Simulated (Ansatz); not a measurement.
C₂H₈ClInO (`[CH3][In-]([CH3])([OH2+])[Cl]`), relaxed with RKS PBE0-D4/def2-TZVP in Ansatz 0.2.0 from a PBE-D4/def2-SVP geometry. The force threshold is 0.005 eV/Å; the program also tests the step.

Total charge 0; spin multiplicity 1. In takes the def2 core potential.

Start:

```xyz
13

C     2.282    0.071    0.068
In    0.137    0.317    0.196
C    -1.535   -0.103    1.513
O    -0.572   -0.837   -1.815
Cl   -0.561    2.125   -1.367
H     2.498   -0.902   -0.414
H     2.690    0.889   -0.554
H     2.749    0.095    1.071
H    -2.246    0.743    1.451
H    -2.044   -1.033    1.190
H    -1.198   -0.229    2.561
H    -1.467   -1.216   -1.724
H    -0.734    0.081   -2.175
```

**Question.** How much energy does the relaxation release, and in how many steps? (Estimate.)

**Answer.** Ansatz gave: 0.08 eV, in 36 steps, 11 of them rejected.

**Question.** Which bonds change most? (Best estimate.)

**Answer.** The calculation gave: In2–Cl5 from 2.490 to 2.436 Å; In2–C3 from 2.170 to 2.140 Å; C1–In2 from 2.162 to 2.135 Å; O4–H13 from 1.000 to 0.974 Å.

**Question.** Give the relaxed structure. (Best estimate.)

**Answer.** Ansatz gave: 
```xyz
13

C     2.248    0.009    0.056
In    0.147    0.355    0.204
C    -1.497   -0.114    1.492
O    -0.634   -0.739   -1.802
Cl   -0.459    2.257   -1.193
H     2.420   -0.853   -0.591
H     2.721    0.884   -0.388
H     2.693   -0.189    1.032
H    -2.423    0.224    1.028
H    -1.553   -1.187    1.684
H    -1.382    0.399    2.448
H    -1.493   -1.168   -1.745
H    -0.788    0.123   -2.226
```
